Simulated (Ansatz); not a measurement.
Program: Ansatz. Geometries: PBE0-D4/def2-TZVP. ΔE: electronic, gas phase. CCSD(T)/CBS is the MP2 limit (def2-TZVPP, def2-QZVPP) plus CCSD(T) − MP2 in def2-TZVPP, frozen cores. Functionals use def2-TZVPP. B3LYP here is the variant with VWN-RPA as its local correlation; programs differ in this. Elements past krypton have def2 core potentials. For Mo outer-core shells are correlated without core-valence functions, which leaves a few kJ/mol of doubt a bond. Each species was taken in one conformer, which may not be the lowest.

`CO[SiH](F)[SiH3]` + `[CH3][Mo](=[S])(=[S])[Cl]` → `CO[SiH](C)[SiH3]` + `[F][Mo](=[S])(=[S])[Cl]`  (redistribution)

`CO[SiH](F)[SiH3]`:

Z-matrix (Å, degrees):
```
C
O 1 1.413
H 1 1.093 2 110.6
H 1 1.096 2 111.5 3 121.2
H 1 1.091 2 108.3 3 -119.2
Si 2 1.629 1 125.1 3 -83.2
Si 6 2.338 2 106.9 1 -171.3
F 6 1.605 2 110.5 1 69.8
H 6 1.490 2 109.5 1 -45.4
H 7 1.487 6 109.9 2 -177.2
H 7 1.486 6 110.3 2 -56.8
H 7 1.487 6 109.4 2 63.6
```

`[CH3][Mo](=[S])(=[S])[Cl]`:

Z-matrix (Å, degrees):
```
C
Mo 1 2.080
H 1 1.095 2 106.8
H 1 1.090 2 113.0 3 120.7
H 1 1.094 2 106.9 3 -118.5
S 2 2.088 1 104.2 3 -178.5
S 2 2.088 1 104.2 3 -63.6
Cl 2 2.238 1 110.7 3 59.0
```

`CO[SiH](C)[SiH3]`:

Cartesian coordinates in Å:
```
C 0.817 2.276 -0.027
O -0.157 1.299 -0.307
Si 0.176 -0.318 -0.308
C 0.668 -0.935 1.388
Si -1.768 -1.363 -1.088
H 1.118 2.254 1.027
H 1.713 2.143 -0.647
H 0.392 3.258 -0.242
H 1.317 -0.580 -1.240
H -0.126 -0.762 2.118
H 1.576 -0.440 1.742
H 0.870 -2.009 1.352
H -1.551 -2.835 -1.157
H -2.910 -1.108 -0.167
H -2.135 -0.880 -2.446
```

`[F][Mo](=[S])(=[S])[Cl]`:

```xyz
5

F     0.636    0.242   -1.795
Mo    0.031    0.006   -0.083
S    -1.483   -1.428   -0.065
S     1.582   -0.700    1.118
Cl   -0.765    1.880    0.826
```

```tsv
level	ΔE (kJ/mol)
PBE-D4	15.9
PBE0-D4	28.9
B3LYP	30.8
HF/def2-TZVPP	59.9
```

(1) What does CCSD(T)/CBS give? (Best estimate.)

Largest T1 diagnostic among the species: 0.025, so the coupled-cluster value is less sure than usual.

Answers

(1) The calculation gave: +46.9 kJ/mol. The listed levels differ from it by -31.0, -18.0, -16.1, 13.0 kJ/mol.

In def2-TZVPP, CCSD(T) changes the Hartree–Fock value by −14.4 kJ/mol (the triples alone add −6.9 kJ/mol) and MP2 by −13.0 kJ/mol. From PBE to PBE0 (25 % exact exchange), in def2-TZVPP and without D4, ΔE moves by +13.0 kJ/mol.
